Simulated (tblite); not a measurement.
Computed with GFN2-xTB (tblite): harmonic, unscaled wavenumbers at the GFN2-xTB geometry, gas phase. This tight-binding method is rough: wavenumbers can miss measured ones by several per cent, in bad cases by 10 to 20. Modes of hydrogen on silicon can be 10 to 20 % off. One conformer each. Thermal functions are those of the rigid rotor and harmonic oscillator, without mixing of conformers.

Task: Order these by their zero-point energy, highest first (kcal/mol).
A. `C#C[C@@H]1CC[C@@H]1CC(=C)C`
B. `CC1=CC(=O)C(=O)C=C1`
C. `CC[C@]12[C@@H]3[C@H]1[C@H]1[C@@H]3[C@]12CC`
D. `C=C(F)[Si@@H]1CC[C@@H]1N(C)C`
E. `CCO/C(C)=C\[SiH2]F`

Result: C (131.1), A (129.4), D (122.2), E (92.3), B (68.5).

| SMILES | atoms | mass (u) | symmetry number | modes under 300 cm⁻¹ | ZPE (kcal/mol) | S translation (cal/(mol K)) | S rotation | S vibration | S | Cp |
| --- | --- | --- | --- | --- | --- | --- | --- | --- | --- | --- |
| CC[C@]12[C@@H]3[C@H]1[C@H]1[C@@H]3[C@]12CC | 24 | 134.11 | 2 | 7 | 131.1 | 38.6 | 26.7 | 17.7 | 83.0 | 27.6 |
| C#C[C@@H]1CC[C@@H]1CC(=C)C | 24 | 134.11 | 1 | 8 | 129.4 | 38.6 | 28.7 | 23.7 | 91.1 | 31.1 |
| C=C(F)[Si@@H]1CC[C@@H]1N(C)C | 24 | 159.09 | 1 | 10 | 122.2 | 39.1 | 29.1 | 27.1 | 95.3 | 35.3 |
| CCO/C(C)=C\[SiH2]F | 19 | 134.06 | 1 | 9 | 92.3 | 38.6 | 28.6 | 25.0 | 92.2 | 31.1 |
| CC1=CC(=O)C(=O)C=C1 | 15 | 122.04 | 1 | 5 | 68.5 | 38.4 | 27.5 | 13.3 | 79.1 | 23.7 |

Entropies and Cp are for 200 K and 1 bar.
